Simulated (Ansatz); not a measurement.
Setting up GeH3O (SMILES [OH][GeH2]) in Ansatz

GeH3O: 5 atoms, total charge 0, spin state doublet. As SMILES, `[OH][GeH2]`. The coordinates come from a PBE0-D4/def2-TZVP relaxation. This is one conformer, not always the lowest.

```xyz
5

O     0.3555   -1.0758    0.4607
Ge   -0.5201    0.4161    0.0177
H     1.0974   -0.9076    1.0465
H    -1.3968   -0.0144   -1.1803
H     0.5139    1.5080   -0.3859
```

Settings wanted:

```json
{
 "basis set": "LANL2DZ",
 "core potential": "LANL2DZ",
 "integral approximation": "none",
 "active shells": "Ge4p H1s",
 "number of roots": "5",
 "root multiplicities": "(2, 2, 2, 2, 4)",
 "state weights": "(1, 1, 1, 1, 1)",
 "active electrons": "7",
 "active orbitals": "8",
 "orbitals optimised": "yes",
 "task": "energy",
 "method": "CASSCF",
 "reference": "ROHF",
 "relativity": "none",
 "accuracy": "medium"
}
```

**Question.** Write the Ansatz 0.2.0 input and the command.

**Answer.** One that was run (others would do as well):

in.yaml:
```yaml
crystal:
  periodic: [false, false, false]
  atoms:
    - symbol: O
      position_ang: [0.355500, -1.075800, 0.460700]
    - symbol: Ge
      position_ang: [-0.520100, 0.416100, 0.017700]
    - symbol: H
      position_ang: [1.097400, -0.907600, 1.046500]
    - symbol: H
      position_ang: [-1.396800, -0.014400, -1.180300]
    - symbol: H
      position_ang: [0.513900, 1.508000, -0.385900]
basis:
  gaussian: {orbitals: LANL2DZ.json}
magnetization: {spin_polarized: false, initial_magnetization: 1}
correlation:
  active_space: {window: {electrons: 7, orbitals: 8}, shells: [{species: Ge, l: p, shell: 4}, {species: H, l: s, shell: 1}], states: [{multiplicity: 2, weights: [1, 1, 1, 1]}, {multiplicity: 4, weights: [1]}]}
```

```bash
$ ansatz run in.yaml --threads 1 --pin off --max-ram 2610MiB --events-out events.jsonl --progress --plain --runs-dir runs
```

(Basis files named in the input come from the Basis Set Exchange and aren't shown.)

Calculated total energy: -80.05638 Eh.
